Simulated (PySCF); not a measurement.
## N⁺: ionisation energy

N⁺ [He] 2s2 2p2 (3P) → N²⁺ [He] 2s2 2p1 (2P), as a difference of total energies. Calculation: PySCF 2.14, in cc-pVTZ-DK (4s3p2d1f, 30 functions); the spin-free X2C one-electron Hamiltonian (Gaussian nucleus). Correlated levels: valence: 1s2 frozen. The calculations carry no spin-orbit coupling.

```
           method  ionisation energy (eV)
              UHF                  29.185
            M06-L                  29.793
             TPSS                  29.826
    MP2 (valence)                  29.598
SCS-MP2 (valence)                  29.462
   CCSD (valence)                  29.444
CCSD(T) (valence)                  29.460
```

Problem. How much does correlation contribute at CCSD(T) (valence)?

Solution. 29.460 − (29.185) = 0.275 eV, measured against UHF.

Errors of the correlated levels include the incompleteness of this basis and the frozen core.

For comparison: 29.601 eV (semi-empirical (NIST evaluation); NIST Atomic Spectra Database, ionization energies).
